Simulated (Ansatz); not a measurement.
System: ZrF3, net charge 0, doublet state. The spin state was set by rule; other spins were not relaxed. 
Geometry from a B3LYP-D3(BJ)/def2-TZVP (Ansatz, a first-principles code) optimisation:
```
Zr
F 1 1.9148
F 1 1.9148 2 120.00
F 1 1.9148 2 120.00 3 -180.00
```
Charge 0, spin multiplicity 2.

Total electronic energies in hartree. Correlated levels leave the core frozen unless marked. UHF or UKS for open shells. Spin-orbit coupling is left out. Frozen are the shells of the preceding noble gas and the d and f shells that filled before the atom's block. In def2 rows, elements after Kr have scalar-relativistic effective core potentials. STO-3G rows are all-electron and non-relativistic. CBS marks a two-point X^-3 extrapolation of the correlation energy; Hartree-Fock from the larger set. The bracket is a focal-point correction in the basis named.

| level | program | energy (Eh) |
|---|---|---|
| HF/def2-QZVPP | Ansatz | -345.24557 |
| HF/def2-QZVPPD | Ansatz | -345.24584 |
| RI-HF/def2-TZVPP | Ansatz | -345.22779 |
| PBE-D3(BJ)/def2-TZVPD | Ansatz + dftd3 | -346.68341 |
| PBE-D4/def2-TZVPD | Ansatz + dftd4 | -346.68407 |
| BLYP-D3(BJ)/def2-TZVPD | Ansatz + dftd3 | -346.91520 |
| BLYP/def2-TZVPD | Ansatz | -346.91141 |
| r2SCAN-D4/def2-TZVPD | Ansatz + dftd4 | -346.85208 |
| PBE0-D4/def2-TZVP | Ansatz + dftd4 | -346.64342 |
| PBE0-D4/def2-TZVPD | Ansatz + dftd4 | -346.64686 |
| PBE0/def2-TZVP | Ansatz | -346.64151 |
| PBE0/def2-TZVPD | Ansatz | -346.64495 |
| BHLYP-D3(BJ)/def2-TZVPD | Ansatz + dftd3 | -346.74808 |
| BHLYP/def2-TZVPD | Ansatz | -346.74515 |
| r2SCAN0/def2-TZVPD | Ansatz | -346.76596 |
| HSE06-D3(BJ)/def2-TZVPD | Ansatz + dftd3 | -346.63305 |
| HSE06-D4/def2-TZVPD | Ansatz + dftd4 | -346.63359 |
| CAM-B3LYP/def2-TZVPD | Ansatz | -346.84556 |
| RI-MP2/CBS(def2-TZVPPD,def2-QZVPPD) | Ansatz | -346.2361 |
| SCS-MP2/STO-3G | Ansatz | -3797.73362 |
| SCS-MP2/def2-SVP | Ansatz | -345.45257 |
| CCSD(T)/def2-SVPD | Ansatz | -345.55276 |
| RI-MP2/CBS(def2-TZVPP,def2-QZVPP)+[CCSD(T)-MP2]/def2-TZVPP | Ansatz | -346.2570 |

Totals of different functionals don't rank their quality; only differences between species are comparable.
